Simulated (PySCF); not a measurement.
## Spinor energies of Pd³⁴⁺ (palladium, charge +34)

Start: [Ne] 3s2. Calculated with PySCF 2.14 in an even-tempered Gaussian basis (18 s from 2.1 bohr⁻², ratio 2.6; 13 p from 2.8 bohr⁻², ratio 2.6; 6 d from 2.8 bohr⁻², ratio 2.8; 4 f from 41 bohr⁻², ratio 2.8): generalised Hartree-Fock with the X2C-1e Hamiltonian and a Gaussian nucleus; spin-orbit coupling (SO) screened by Boettger's factors.

| spinor shell | electrons | ε, screened SO (eV) | weight of nominal j (screened SO) | rms radius, screened SO (bohr) |
| --- | --- | --- | --- | --- |
| 1s1/2 | 2 | -26450.0 | 1.000 | 0.0365 |
| 2s1/2 | 2 | -5518.2 | 1.000 | 0.147 |
| 2p1/2 | 2 | -5262.3 | 1.000 | 0.127 |
| 3s1/2 | 2 | -2174.5 | 1.000 | 0.353 |

(1) Where does 2p3/2 lie, and what is the 2p spin-orbit splitting (screened SO)?

```
   quantity  screened SO
E (hartree)  -4103.01118
        M_J            0
       ⟨J²⟩        0.000
       ⟨L²⟩        0.004
       ⟨S²⟩        0.004
```

Breit and QED terms are absent; they matter most for the inner s and p1/2 levels.

Densities and radii are taken from the X2C orbitals without a picture-change correction, which distorts them close to the nucleus.

## Answers

(1) At -5095.5 eV, 166.77 eV above 2p1/2.
